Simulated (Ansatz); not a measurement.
Cu₃F₃, relaxed as a singlet with RKS r2SCAN-D4/def2-SVP in Ansatz, starting from the GFN2-xTB geometry. Force threshold 0.02 eV/Å.

The relaxation made no stability test and no search for a lower SCF solution. The structure comes from a short search, and lower isomers may exist.

Start:

```xyz
6

Cu    0.501   -0.277   -1.385
Cu    0.724    0.967    0.879
Cu   -1.222   -0.689    0.500
F    -0.709    0.391    1.964
F    -1.030   -1.382   -1.244
F     1.736    0.990   -0.714
```

Question: Estimate the energy that the relaxation releases and the steps that it takes.

Answer: 15.5 kJ/mol, in 4 steps; 13 s on 4 threads of Arm Neoverse V1 on a shared host. No frequencies were taken in this run, so the end may be a saddle point.

Question: Does the start keep its bonding and symmetry?

Answer: By distances, no bond broke or formed. The bond that changes most is Cu1–F5, from 1.89 to 1.88 Å (atoms count from 1). Point group D3h at the start, D3h at the end, both within 0.05 Å.

Question: Predict the relaxed structure.

Answer: 
```xyz
6

Cu    0.4658   -0.2566   -1.2864
Cu    0.6747    0.9033    0.8181
Cu   -1.1409   -0.6460    0.4699
F    -0.7167    0.3948    1.9812
F    -1.0367   -1.3916   -1.2588
F     1.7538    0.9961   -0.7239
```
Bond lengths (bridged metal pairs left out): 6 × Cu–F 1.88 to 1.89 Å.
